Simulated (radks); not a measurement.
Results of a calculation; reference values are marked as such.
Charge is removed step by step from the 2s down level of V12+, starting from [He] 2s(up 1, down 1) 2p6 3s1. Code: a radial shooting solver on a logarithmic mesh with Libxc functionals. Model: non-relativistic Kohn-Sham, r2SCAN, spin-polarised, spherical densities, point nucleus; open shells are filled with parallel spins first; meta-GGA in the generalised Kohn-Sham scheme.

| removed (e) | E - E(0) (eV) | eigenvalue (eV) | E minus straight line (eV) |
|---|---|---|---|
| 0 | 0.000 | -915.92 | 0.000 |
| 0.1 | 91.924 | -922.57 | -2.984 |
| 0.2 | 184.51 | -929.22 | -5.303 |
| 0.3 | 277.77 | -935.86 | -6.957 |
| 0.4 | 371.69 | -942.50 | -7.947 |
| 0.5 | 466.27 | -949.14 | -8.274 |
| 0.6 | 561.51 | -955.76 | -7.938 |
| 0.7 | 657.42 | -962.36 | -6.940 |
| 0.8 | 753.99 | -968.95 | -5.283 |
| 0.9 | 851.21 | -975.51 | -2.968 |
| 1 | 949.09 | -982.02 | 0.000 |

Removing the whole electron costs 949.09 eV by Delta-SCF, against 915.92 eV from minus the eigenvalue at the starting occupation. Slater's transition state (half an electron removed) gives 949.14 eV. Integrating minus the eigenvalue over the occupation (Janak's theorem) gives 949.09 eV. The mean slope of the eigenvalue, de/dn, is 66.1 eV per electron.
